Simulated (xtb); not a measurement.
C2H4ClNSi, SMILES C(C[SiH2]Cl)#N. All values are semi-empirical tight-binding results from xtb (GFN2-xTB unless named), good for trends rather than for accurate numbers. Coordinates come from a GFN2-xTB optimisation. The structure was generated by enumeration, and PubChem lists no compound with its InChIKey, so it may never have been made. The values are those of a single conformer.

```json
{
  "orbital_gap": "5.47 eV",
  "dipole_moment": "4.28 D",
  "zero_point_energy": "33.3 kcal/mol",
  "G − E(el) at 298.15 K (modified RRHO)": "13.7 kcal/mol",
  "static polarisability (D4 model)": "69.0 bohr³",
  "solvation energy, GFN2-xTB/ALPB(water)": "-6.4 kcal/mol",
  "solvation energy, GFN2-xTB/ALPB(chcl3)": "-8.0 kcal/mol"
}
```
